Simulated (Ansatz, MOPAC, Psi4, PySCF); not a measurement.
Complex: PH3 (SMILES P) (first 4 atoms) with AsH3 (SMILES [AsH3]); geometry from B3LYP-D3(BJ)/def2-TZVP, rigid monomers moved along the line of their centres of mass till P1···As5 is 4.19 Å.
(charge 0, multiplicity 1):
| atom | x (Å) | y (Å) | z (Å) |
|---|---|---|---|
| P | -0.0237 | 0.1221 | -0.4746 |
| H | 1.3881 | -0.0020 | -0.4601 |
| H | -0.2378 | -1.2642 | -0.2726 |
| H | -0.1115 | 0.0255 | -1.8883 |
| As | 0.2436 | 0.4331 | 3.6923 |
| H | 0.3424 | 0.5594 | 5.2108 |
| H | -1.2661 | 0.6334 | 3.7086 |
| H | 0.5013 | 1.9202 | 3.4869 |

```tsv
level	interaction energy (kcal/mol)	minus CCSD(T)/CBS(def2-SVPD, def2-TZVPPD)	cost
PM6	0.61	1.50	-
HF/STO-3G (no counterpoise)	-0.19	0.69	-
HF/def2-TZVPPD	-0.03	0.86	-
PBE/def2-TZVPPD	-0.60	0.29	×1
PBE-D4/def2-TZVPPD	-1.34	-0.46	×1
BP86/6-31G* (no counterpoise)	-0.10	0.79	-
B3LYP/3-21G (no counterpoise)	-1.04	-0.15	-
B3LYP-D3(BJ)/def2-TZVPPD	-1.21	-0.33	×1
B3LYP-D4/def2-TZVPPD	-1.19	-0.31	×1
PBE0-D3(BJ)/def2-TZVPPD	-1.25	-0.37	×1
PBE0-D4/def2-TZVPPD	-1.25	-0.36	×1
MP2/6-31G*	-0.60	0.28	-
MP2/def2-SVPD	-0.94	-0.06	-
MP2/def2-TZVPPD	-0.99	-0.10	-
SCS-MP2/def2-SVPD	-0.72	0.17	-
SCS-MP2/def2-TZVPPD	-0.75	0.13	-
CCSD/def2-SVPD	-0.70	0.18	-
CCSD(T)/def2-TZVPPD	-0.86	0.03	×80
CCSD(T)/CBS(def2-SVPD, def2-TZVPPD)	-0.88	0.00	×80
SAPT0/aug-cc-pVDZ	-1.14	-0.25	-
```

 The comparison column counts from a level with limits of its own.

The rows run from -1.34 (PBE-D4/def2-TZVPPD) to 0.61 kcal/mol (PM6). In def2-TZVPPD the value moves HF -0.03, MP2 -0.99, CCSD(T) -0.86, a shift of -0.83 from HF to CCSD(T). From def2-SVPD to def2-TZVPPD MP2 changes by -0.04. The dispersion term adds -0.74 in PBE-D4.

Counterpoise-corrected where a basis set is named; no monomer relaxation. Rows marked so take none.

Correlated levels freeze the cores. Filled d and f shells under p-block atoms count as core. CBS(a, b) extrapolates the correlation energy as X⁻³ and adds the Hartree–Fock energy of set b. Rows in 3-21G, 6-31G*, STO-3G carry no dispersion term and start afresh at each structure (6-31G* with six Cartesian d functions); the Pople sets are all-electron and without relativity. MP2/6-31G* freezes PySCF's default core, which leaves 3d correlated. The state reached by PM6 isn't checked.

Programs: Ansatz (Gaussian orbitals); MOPAC for PM6 (differences of heats of formation); Psi4 for SAPT; PySCF for 3-21G rows, 6-31G* rows, STO-3G rows, the dispersion terms. Values without a source in brackets are computed.

Costs are rough ratios of core time to PBE/def2-TZVPPD (about 3 s over the structures, on one shared machine); a dash marks a level with no comparable run of its own.

Ansatz is a first-principles code.
